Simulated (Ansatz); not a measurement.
Consider the redistribution: `[NH2][GeH2][O][SiH](N)Cl` + `[NH2][GeH2][SiH](N)O` → `N[Si@H](Cl)[Si@@H](N)O` + `[NH2][GeH2][O][GeH2][NH2]`.

Program: Ansatz. Geometries: PBE0-D4/def2-TZVP. ΔE: electronic, gas phase. CCSD(T)/CBS adds triple-zeta CCSD(T) − MP2 to the extrapolated MP2 energy (def2 sets, frozen cores). DFT in def2-TZVPP. For Ge outer-core shells are correlated without core-valence functions, which leaves a few kJ/mol of doubt a bond. Scalar relativity is left out up to krypton. One conformer a species, not always the lowest.

`[NH2][GeH2][O][SiH](N)Cl`:

Cartesian coordinates in Å:
```
N 1.638 -0.433 -1.276
Ge 1.614 -0.526 0.540
O -0.051 -0.646 1.219
Si -1.446 -0.145 0.584
N -1.263 1.415 -0.096
Cl -2.061 -1.318 -1.001
H 1.130 0.361 -1.644
H 1.314 -1.268 -1.744
H 2.205 0.767 1.114
H 2.315 -1.808 0.997
H -2.477 -0.294 1.631
H -1.029 2.190 0.506
H -1.889 1.705 -0.831
```

`[NH2][GeH2][SiH](N)O`:

Cartesian coordinates in Å:
```
N 1.661 0.620 -1.769
Ge 1.354 0.420 0.043
Si -0.990 0.146 0.307
N -1.332 -0.568 1.820
O -1.365 -0.745 -1.040
H 2.632 0.546 -2.041
H 1.123 -0.040 -2.315
H 2.103 -0.792 0.669
H 1.908 1.678 0.740
H -1.786 1.405 0.307
H -0.840 -1.372 2.172
H -2.178 -0.380 2.330
H -2.291 -0.916 -1.222
```

`N[Si@H](Cl)[Si@@H](N)O`:

Cartesian coordinates in Å:
```
N 0.636 -1.760 -0.047
Si -0.630 -0.801 -0.701
O -2.185 -1.216 -0.334
Si -0.181 1.316 0.179
N 1.455 1.710 -0.067
Cl -0.717 1.042 2.203
H 0.815 -1.748 0.945
H 0.847 -2.665 -0.439
H -0.546 -0.934 -2.173
H -2.480 -1.012 0.557
H -1.004 2.474 -0.245
H 2.151 0.982 -0.047
H 1.838 2.611 0.170
```

`[NH2][GeH2][O][GeH2][NH2]`:

Cartesian coordinates in Å:
```
N -0.827 -0.129 -1.583
Ge -1.620 -0.407 0.056
O -0.669 0.478 1.249
Ge 1.051 0.922 1.039
N 2.066 -0.385 0.270
H -0.909 -0.905 -2.225
H -1.103 0.717 -2.062
H -1.555 -1.923 0.317
H -3.050 0.153 0.173
H 1.110 2.162 0.134
H 1.565 1.173 2.462
H 2.197 -1.218 0.825
H 1.743 -0.639 -0.655
```

```csv
level,ΔE (kJ/mol)
ωB97X-V,86.0
ωB97M-V,92.7
PBE,80.3
HF/def2-TZVPP,94.5
```

Question: What does CCSD(T)/CBS give? (Estimate.)

Answer: Computed: +90.3 kJ/mol. The listed levels differ from it by -4.3, 2.4, -10.0, 4.2 kJ/mol.

Largest T1 diagnostic among the species: 0.012.

In def2-TZVPP, CCSD(T) changes the Hartree–Fock value by −6.5 kJ/mol (the triples alone add −2.9 kJ/mol) and MP2 by −4.8 kJ/mol. From PBE to PBE0 (25 % exact exchange), in def2-TZVPP and without D4, ΔE moves by +5.9 kJ/mol.
